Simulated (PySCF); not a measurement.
A geometry optimisation, step by step.

Species: C4F3NSe.
Atom-mapped SMILES: `[N:1]#[C:2][C:3]1=[C:4]([F:5])[Se:6][C:7]1([F:8])[F:9]`

Method: HF/def2-SVP geometry optimisation, gas phase in PySCF; density fitting; the optimiser is geomeTRIC in internal coordinates, started from a GFN2-xTB structure. The frame can shift and turn from step to step; on so coarse a grid that alone can change the energy by a few meV, and forces under 0.02 eV/Å are noise.

Step 0: E = -79002.3739 eV, largest atomic force 2.974 eV/Å
```
atom  x, y, z in Å  |  force x, y, z in eV/Å
N1      2.806   -0.625   -0.132   -1.680   0.499   0.045
C2      1.711   -0.287   -0.106    2.885  -0.714  -0.113
C3      0.369    0.108   -0.069   -2.015   1.033  -0.064
C4     -0.255    1.280   -0.313    0.908   0.298  -0.170
F5      0.228    2.441   -0.669   -0.487  -1.457   0.433
Se6    -2.081    0.838   -0.006    0.620  -0.419   0.045
C7     -0.825   -0.752    0.282   -0.836  -0.457   0.208
F8     -1.078   -1.771   -0.539    0.396   0.845   0.702
F9     -0.863   -1.227    1.527    0.209   0.372  -1.085
```

Step 1: E = -79002.4455 eV, largest atomic force 0.699 eV/Å
```
atom  x, y, z in Å  |  force x, y, z in eV/Å
N1      2.841   -0.436   -0.185    0.460  -0.302   0.032
C2      1.722   -0.292   -0.106   -0.657   0.239   0.005
C3      0.331    0.049   -0.050    0.328   0.050  -0.048
C4     -0.211    1.233   -0.305   -0.147  -0.233   0.078
F5      0.349    2.323   -0.650   -0.035   0.274  -0.069
Se6    -2.054    0.860   -0.014   -0.027  -0.006   0.004
C7     -0.893   -0.756    0.290    0.240   0.211  -0.080
F8     -1.141   -1.755   -0.519   -0.098  -0.160  -0.124
F9     -0.929   -1.219    1.514   -0.064  -0.074   0.201
```

Step 2: E = -79002.4744 eV, largest atomic force 0.411 eV/Å
```
atom  x, y, z in Å  |  force x, y, z in eV/Å
N1      2.828   -0.561   -0.151   -0.120  -0.173   0.059
C2      1.721   -0.317   -0.099    0.081   0.387  -0.111
C3      0.351    0.088   -0.062   -0.164  -0.061   0.033
C4     -0.233    1.259   -0.309    0.075  -0.081   0.013
F5      0.265    2.383   -0.657    0.049   0.009  -0.008
Se6    -2.064    0.839   -0.008    0.059   0.036  -0.016
C7     -0.861   -0.737    0.282   -0.059  -0.032   0.015
F8     -1.103   -1.742   -0.529    0.035  -0.054  -0.037
F9     -0.890   -1.206    1.508    0.044  -0.031   0.051
```

Step 3: E = -79002.4830 eV, largest atomic force 0.270 eV/Å
```
atom  x, y, z in Å  |  force x, y, z in eV/Å
N1      2.813   -0.590   -0.142   -0.139  -0.070   0.033
C2      1.715   -0.304   -0.102    0.212   0.155  -0.064
C3      0.347    0.097   -0.064   -0.046  -0.062   0.021
C4     -0.235    1.266   -0.311   -0.022   0.019  -0.003
F5      0.260    2.392   -0.659    0.029  -0.063   0.014
Se6    -2.063    0.839   -0.008   -0.029  -0.011   0.006
C7     -0.857   -0.738    0.281   -0.032  -0.037   0.013
F8     -1.089   -1.746   -0.531    0.019   0.049   0.046
F9     -0.876   -1.209    1.509    0.008   0.019  -0.068
```

Step 4: E = -79002.4856 eV, largest atomic force 0.133 eV/Å
```
atom  x, y, z in Å  |  force x, y, z in eV/Å
N1      2.800   -0.622   -0.132    0.005  -0.003   0.000
C2      1.716   -0.289   -0.106    0.030   0.010  -0.006
C3      0.346    0.107   -0.067   -0.090  -0.081   0.030
C4     -0.245    1.270   -0.311    0.100   0.081  -0.032
F5      0.258    2.392   -0.659   -0.055   0.043  -0.006
Se6    -2.071    0.835   -0.006    0.024  -0.022   0.003
C7     -0.852   -0.735    0.280    0.026  -0.089   0.021
F8     -1.075   -1.744   -0.532   -0.019   0.034   0.008
F9     -0.862   -1.208    1.506   -0.022   0.027  -0.019
```

Step 5: E = -79002.4862 eV, largest atomic force 0.065 eV/Å
```
atom  x, y, z in Å  |  force x, y, z in eV/Å
N1      2.801   -0.623   -0.132    0.037   0.003  -0.005
C2      1.718   -0.288   -0.106   -0.034  -0.027   0.011
C3      0.347    0.105   -0.066    0.055   0.032  -0.014
C4     -0.241    1.271   -0.312   -0.060  -0.001   0.006
F5      0.252    2.398   -0.660    0.013  -0.033   0.007
Se6    -2.067    0.833   -0.006   -0.012   0.017  -0.003
C7     -0.851   -0.737    0.281   -0.016   0.012  -0.001
F8     -1.079   -1.744   -0.531    0.008  -0.003  -0.006
F9     -0.866   -1.208    1.507    0.009   0.000   0.005
```

Step 6: E = -79002.4863 eV, largest atomic force under 0.02 eV/Å
```
atom  x, y, z in Å  |  force x, y, z in eV/Å
N1      2.803   -0.620   -0.133   -0.005   0.000   0.001
C2      1.718   -0.290   -0.106    0.004   0.002  -0.001
C3      0.347    0.105   -0.066    0.000   0.004  -0.001
C4     -0.242    1.270   -0.311    0.002  -0.005   0.001
F5      0.254    2.396   -0.660    0.000  -0.001   0.000
Se6    -2.068    0.834   -0.006   -0.001   0.000   0.000
C7     -0.852   -0.737    0.281    0.002  -0.002   0.000
F8     -1.079   -1.744   -0.531    0.000   0.002   0.005
F9     -0.866   -1.207    1.507   -0.001   0.000  -0.005
```

Q: Summarise the path.

A: The energy falls by 10.85 kJ/mol from step 0 to step 6; nine tenths of that is first reached at step 3. It falls at every step. The largest force goes from 2.974 to under 0.02 eV/Å. Among the bonds Se6–C7 changes most, from 2.047 to 2.007 Å; the atoms move by 0.025 Å rms after alignment.

What follows is the cost of the whole optimisation. Hardware: an AMD EPYC 7R43 with one thread (shared host). Cost: 42 s of wall time, 0.62 GiB resident at most.
